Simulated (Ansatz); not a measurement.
`[BH2][Zn][F]` + `CF` → `F[CH2][Zn][F]` + BH₃  (formal exchange of groups at a Zn–B bond)

Computed with Ansatz on PBE0-D4/def2-TZVP structures; ΔE is electronic, products minus reactants. CBS: MP2 limit from def2 TZ/QZ plus the TZ coupled-cluster correction, frozen cores. This one scheme is used for every species. Functionals use def2-TZVPP. HSE06 is defined as in plane-wave codes. For Zn outer-core shells are correlated without core-valence functions, which leaves a few kJ/mol of doubt a bond. Scalar relativity is left out up to krypton. One conformer a species, not always the lowest.

Is it downhill or uphill in electronic energy at CCSD(T)/CBS, and by how much? (An estimate is asked.)

Ansatz gave: Uphill: ΔE = +7.5 kcal/mol.

What do these levels give: revPBE-D4, BLYP-D4, r2SCAN0-D4, BHLYP-D4, PBE, r2SCAN, PBE0, HSE06, MP2/def2-SVP, CCSD(T)/def2-SVP, MP2/def2-TZVPP, MP2/def2-QZVPP? (Best estimate.)

The calculation gave: revPBE-D4 7.8, BLYP-D4 7.2, r2SCAN0-D4 8.2, BHLYP-D4 7.8, PBE 8.4, r2SCAN 8.0, PBE0 8.6, HSE06 8.6, MP2/def2-SVP 8.3, CCSD(T)/def2-SVP 9.4, MP2/def2-TZVPP 6.8, MP2/def2-QZVPP 6.7 kcal/mol.

Largest T1 diagnostic among the species: 0.016.

Leaving LDA and LC-ωPBE aside and taking each functional with its dispersion term where it has one, the values, not all of them listed here, spread over 1.5 kcal/mol, from BLYP-D4 to B97M-V. At CCSD(T), def2-SVP lies +1.9 kcal/mol from the extrapolated value and def2-TZVPP +0.1 kcal/mol.
